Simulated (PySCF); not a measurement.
C3H3N2, SMILES [c]1cn[nH]c1, multiplicity 2.

Geometry optimised at B3LYP-D3(BJ)/def2-SVP. The isomer is the one that the SMILES or the coordinates give; other isomers of the formula were not compared.

Computed with TDA-PBE/def2-SVPD (PySCF).

Vertical excitations. The molecule is in vacuum.

| state | energy (eV) | λ (nm) | f | main pairs |
|---|---|---|---|---|
| root 1 | 2.02 | 613 | 0.002 | β HOMO→LUMO 98 % |
| root 2 | 2.59 | 478 | 0.000 | β HOMO−1→LUMO 99 % |
| root 3 | 3.23 | 384 | 0.020 | β HOMO−2→LUMO 97 % |
| root 4 | 4.72 | 262 | 0.000 | α HOMO−1→LUMO 47 %, β HOMO→LUMO+1 39 %, β HOMO−1→LUMO+1 12 % |
| root 5 | 5.17 | 240 | 0.001 | α HOMO−2→LUMO 44 %, β HOMO−1→LUMO+1 38 %, β HOMO→LUMO+1 16 % |
| root 6 | 5.36 | 231 | 0.001 | α HOMO→LUMO 91 %, β HOMO−2→LUMO+1 8 % |
| root 7 | 5.98 | 207 | 0.006 | β HOMO−3→LUMO 98 % |
| root 8 | 6.07 | 204 | 0.002 | α HOMO−3→LUMO 22 %, α HOMO→LUMO 7 %, β HOMO−2→LUMO+1 67 % |
| root 9 | 6.25 | 198 | 0.000 | α HOMO−1→LUMO+2 34 %, α HOMO−2→LUMO+2 14 %, β HOMO→LUMO+3 48 % |
| root 10 | 6.31 | 197 | 0.001 | β HOMO→LUMO+2 98 % |
Unrestricted roots are not spin-pure.
